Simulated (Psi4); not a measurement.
bromotrifluoromethane (CBrF$_{3}$), singlet, geometry from GFN2-xTB; BLYP/3-21G run with Psi4.

Here is a job for Psi4.
```
memory 2 GB

molecule {
0 1
  F    -1.25521109   -0.59016274   -1.10733380
  C    -0.81788382    0.01960982   -0.02293889
  F    -1.31527921   -0.58708967    1.03701563
  F    -1.24067541    1.26863000   -0.03657222
  Br    1.12022270   -0.02685878    0.03141848
}

set basis 3-21g
set scf_type cd

energy('blyp')
print_variables()
```

The log (banner, timings and long lists left out):

```
   => Loading Basis Set <=

    Name: 3-21G
    Role: ORBITAL
    Keyword: BASIS

         ---------------------------------------------------------
                                   SCF
               by Justin Turney, Rob Parrish, Andy Simmonett
                          and Daniel G. A. Smith
                              RKS Reference
         ---------------------------------------------------------

  ==> Geometry <==

    Molecular point group: c1
    Full point group: C1

    Geometry (in Angstrom), charge = 0, multiplicity = 1:

       Center              X                  Y                   Z               Mass
    ------------   -----------------  -----------------  -----------------  -----------------
         F           -1.297029062924    -0.589160099365    -1.108506652734    18.998403162730
         C           -0.859701792924     0.020612460635    -0.024111742734    12.000000000000
         F           -1.357097182924    -0.586087029365     1.035842777266    18.998403162730
         F           -1.282493382924     1.269632640635    -0.037745072734    18.998403162730
         BR           1.078404727076    -0.025856139365     0.030245627266    78.918337600000

  Running in c1 symmetry.

  Rotational constants: A =      0.19282  B =      0.06944  C =      0.06944 [cm^-1]
  Rotational constants: A =   5780.52712  B =   2081.70668  C =   2081.70668 [MHz]
  Nuclear repulsion =  367.886323939267129

  Charge       = 0
  Multiplicity = 1
  Electrons    = 68
  Nalpha       = 34
  Nbeta        = 34

  ==> Algorithm <==

  SCF Algorithm Type is CD.
  DIIS enabled.
  MOM disabled.
  Fractional occupation disabled.
  Guess Type is SAD.
  Energy threshold   = 1.00e-06
  Density threshold  = 1.00e-06
  Integral threshold = 1.00e-12

  ==> Primary Basis <==

  Basis Set: 3-21G
    Blend: 3-21G
    Number of shells: 30
    Number of basis functions: 59
    Number of Cartesian functions: 59
    Spherical Harmonics?: false
    Max angular momentum: 2

  ==> DFT Potential <==

   => LibXC <=

    Version 7.1.2
    S. Lehtola, C. Steigemann, M. J. T. Oliveira, and M. A. L. Marques,  SoftwareX 7, 1–5 (2018) (10.1016/j.softx.2017.11.002)

   => Composite Functional: BLYP <=

    BLYP GGA Exchange-Correlation Functional

    P.J. Stephens et. al., J. Phys. Chem., 98, 11623-11627, 1994
    B. Miehlich et. al., Chem. Phys. Lett., 157(3), 200-206 1989

    Deriv               =              1
    GGA                 =           TRUE
[...]
   @RKS iter   4: -2897.52312842437277   -1.40170e-02   5.14439e-04 ADIIS/DIIS
   @RKS iter   5: -2897.52355595954486   -4.27535e-04   1.43959e-04 ADIIS/DIIS
   @RKS iter   6: -2897.52359484059616   -3.88811e-05   1.28878e-05 DIIS
   @RKS iter   7: -2897.52359528356328   -4.42967e-07   1.14454e-06 DIIS
   @RKS iter   8: -2897.52359528708257   -3.51929e-09   1.85109e-07 DIIS
  Energy and wave function converged.

  ==> Post-Iterations <==

   Electrons on quadrature grid:
      Ntotal   =   68.0000133017 ; deviation = 1.330e-05

    Orbital Energies [Eh]
    ---------------------

    Doubly Occupied:

[...]
      34A     -0.255016

    Virtual:

[...]
      59A     23.276656

    Final Occupation by Irrep:
              A
    DOCC [    34 ]
    NA   [    34 ]
    NB   [    34 ]

  @RKS Final Energy: -2897.52359528708257

   => Energetics <=

    Nuclear Repulsion Energy =            367.8863239392671289
    One-Electron Energy =               -4770.1326853194177602
    Two-Electron Energy =                1632.8668775061453289
    DFT Exchange-Correlation Energy =    -128.1441114130766152
    Empirical Dispersion Energy =           0.0000000000000000
    VV10 Nonlocal Energy =                  0.0000000000000000
    Total Energy =                      -2897.5235952870825713

Computation Completed

Properties will be evaluated at   0.000000,   0.000000,   0.000000 [a0]

Properties computed using the SCF density matrix

 Multipole Moments:

 ------------------------------------------------------------------------------------
     Multipole            Electronic (a.u.)      Nuclear  (a.u.)        Total (a.u.)
 ------------------------------------------------------------------------------------

 L = 1.  Multiply by 2.5417464519 to convert [e a0] to [Debye]
 Dipole X            :          5.3616160           -5.3736667           -0.0120507
 Dipole Y            :         -0.1285966            0.1288406            0.0002439
 Dipole Z            :          0.1503440           -0.1507133           -0.0003692
 Magnitude           :                                                    0.0120588

 ------------------------------------------------------------------------------------

  Variable Map:
  ----------------------------------------------------------------------------
[...]
  Array Variable Map:
  ----------------------------------------------------------------------------
[...]
[...]
```
